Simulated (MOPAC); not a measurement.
MOPAC input (PM3):

```
PM3 FORCE THERMO(298,298) PRECISE LET CHARGE=1 GEO-OK AUX(PRECISION=9) THREADS=1
BrSi

Si    0.00000000 1    0.00000000 1   -1.36050434 1
Br    0.00000000 1   -0.00000000 1    0.45090486 1
```

### Question
Which zero-point energy does it print?

### Answer
0.72 kcal/mol, from the harmonic wavenumbers of PM3.
